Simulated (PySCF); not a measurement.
# Löwdin shares of the frontier orbitals

Species: C6H7N.
Cartesian coordinates in Å at the GFN2-xTB level; atoms count from 1:
```xyz
14
C6H7N angstrom
C      2.5335    0.2966   -0.2659
C      1.2690    0.0363   -0.1782
C     -0.0029   -0.2205   -0.1072
C     -0.5657   -1.4532    0.5395
C     -1.0254    0.7528   -0.6672
C     -1.7092    1.4103    0.4183
N     -2.2353    1.9135    1.2998
H      3.0548    0.8434    0.5042
H      3.1247   -0.0233   -1.1100
H     -1.1048   -2.0513   -0.1964
H      0.2280   -2.0582    0.9693
H     -1.2648   -1.1734    1.3279
H     -0.5395    1.5119   -1.2854
H     -1.7631    0.2146   -1.2709
```

Method used: PySCF, TDDFT B3LYP/def2-SVPD, vertical, gas phase, core orbitals frozen in the response.

Kohn–Sham orbitals with the atoms that hold most of them (Löwdin shares over 4%, at most four atoms; ? is withheld):

```json
{"orbital": "LUMO+2", "ε (eV)": "0.10", "atoms": "C2 14%, C1 13%, C4 11%, C5 11%"}
{"orbital": "LUMO+1", "ε (eV)": "-0.21", "atoms": "C2 26%, C1 20%, C3 16%, C5 8%"}
{"orbital": "LUMO", "ε (eV)": "-0.42", "atoms": "?"}
{"orbital": "HOMO", "ε (eV)": "-7.43", "atoms": "C3 34%, C2 32%, C1 9%, C4 7%"}
{"orbital": "HOMO-1", "ε (eV)": "-7.87", "atoms": "?"}
{"orbital": "HOMO-2", "ε (eV)": "-9.24", "atoms": "N7 46%, C6 35%, C5 9%, H13 4%"}
{"orbital": "HOMO-3", "ε (eV)": "-9.39", "atoms": "N7 45%, C6 34%, C5 7%, C3 4%"}
```

**Question.** Which atoms hold the HOMO-1, and with what shares?

**Answer.** C1 (bonded to C and 2 H) 40%; C2 (bonded to 2 C) 34%; C3 (bonded to 3 C) 6%; C4 (bonded to C and 3 H) 4%.

**Question.** Which atoms hold the LUMO, and with what shares?

**Answer.** C2 (bonded to 2 C) 26%; C1 (bonded to C and 2 H) 22%; C3 (bonded to 3 C) 11%; N7 (bonded to C) 10%. By element: carbon 58% or more, nitrogen 10%.

**Question.** The HOMO–LUMO gap is 7.01 eV. Where does the response calculation put the lowest singlet, and from which orbitals?

**Answer.** S1 is at 5.62 eV (f = 0.0016), 1.39 eV below the gap, made of HOMO→LUMO (72%), HOMO→LUMO+1 (24%). Without the coupling terms of the response equations the lowest excitation would equal the gap.

Next come S2 at 6.23 eV (f 0.0021), HOMO-1→LUMO+1 (54%), HOMO-1→LUMO (35%); S3 at 6.50 eV (f 0.032), HOMO→LUMO+2 (59%), HOMO→LUMO+1 (29%), HOMO→LUMO (10%); S4 at 6.94 eV (f 0.052), HOMO→LUMO+2 (32%), HOMO→LUMO+1 (27%), HOMO-1→LUMO (11%); S5 at 7.04 eV (f 0.059), HOMO-1→LUMO+2 (85%).

One conformer stands for the species.
